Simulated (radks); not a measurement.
Valence configurations of Au (all share [Xe]). Method: scalar-relativistic Kohn-Sham, r2SCAN, spin-polarised, spherical densities, finite nucleus; open shells are filled with parallel spins first (spin-orbit coupling, left out, can overturn this in heavy ions); meta-GGA in the generalised Kohn-Sham scheme; Fermi nuclear charge, rms radius 5.4371 fm; computed with a radial shooting solver on a logarithmic mesh with Libxc functionals. Energies are relative to 4f14 5d10 6s1; eigenvalues in eV for spin up.

\begin{tabular}{lrrrrrr}
valence & E (eV) & moment (Bohr magnetons) & e(4f) & e(5d) & e(6p) & e(6s) \\ \hline
4f14 5d10 6s1 & 0.000 & 1 & -81.897 & -7.199 & - & -6.375 \\
4f14 5d10 6p1 & 5.515 & 1 & -84.112 & -9.247 & -1.981 & - \\
4f14 5d9.5 6s0.5 6p1 & 6.315 & 2 & -85.564 & -10.427 & -2.231 & -8.259 \\
4f14 5d9.5 6p1.5 & 9.316 & 2 & -86.523 & -11.285 & -2.714 & - \\
4f13.5 5d10 6s1 6p0.5 & 42.322 & 2 & -90.566 & -9.881 & -1.678 & -7.781 \\
4f13.5 5d9 6s2 6p0.5 & 45.920 & 2 & -94.167 & -12.518 & -1.864 & -8.473 \\
4f13 5d10 6s2 & 82.885 & 1 & -97.427 & -10.463 & - & -6.902 \\
4f13 5d10 6s1 6p1 & 88.141 & 3 & -99.354 & -12.525 & -2.507 & -9.111 \\
4f13 5d9.5 6s1.5 6p1 & 90.739 & 3 & -101.27 & -13.923 & -2.614 & -9.477 \\
4f13 5d9 6s2 6p1 & 93.444 & 3 & -103.20 & -15.336 & -2.711 & -9.811 \\
\end{tabular}

NIST lists [Xe] 4f14 5d10 6s1 as the ground configuration; this level of theory agrees among the configurations tried. The energies are those of spherical high-spin densities, not of single terms.
